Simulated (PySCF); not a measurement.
Task: Write Cartesian coordinates for `C#CC#C/C=C\OC(F)F` as optimised with GFN2-xTB.

Result: 
```
atom  x, y, z in Å
C1     2.860   -1.401    2.789
C2     2.240   -0.959    1.854
C3     1.547   -0.476    0.796
C4     0.887   -0.060   -0.133
C5     0.216    0.424   -1.264
C6    -1.065    0.782   -1.380
O7    -2.076    0.777   -0.451
C8    -1.849    0.310    0.799
F9    -3.044    0.110    1.374
F10   -1.212    1.227    1.565
H11    3.395   -1.781    3.606
H12    0.830    0.521   -2.151
H13   -1.460    1.155   -2.312
H14   -1.270   -0.629    0.847
```

Any rigid rotation of these coordinates is as good. Atoms count from 1 in this order. The 5 C–C bonds span 1.206 Å (C1≡C2, drawn triple) to 1.401 Å (C4–C5, drawn single), a spread of 0.195 Å. O7 (ether oxygen) is bent (angle 120.2°). Of the pairs four or more bonds apart, C4···H14 is among the closest relative to their van der Waals radii: 2.44 Å, 84 % of the sum of Bondi's values.

Bonds between heavy atoms (Å): C1≡C2 1.206, C2–C3 1.354, C3≡C4 1.213, C4–C5 1.401, C5=C6 1.335, C6–O7 1.373, O7–C8 1.353, C8–F9 1.341, C8–F10 1.355.

The geometry is computed with GFN2-xTB (gas phase).

Point group: C1 (no symmetry element, even within 0.4 Å). GFN2-xTB frequencies: not computed here. One conformer, not necessarily the lowest (C5–C6–O7–C8 -3°, C6–O7–C8–F9 -165°).
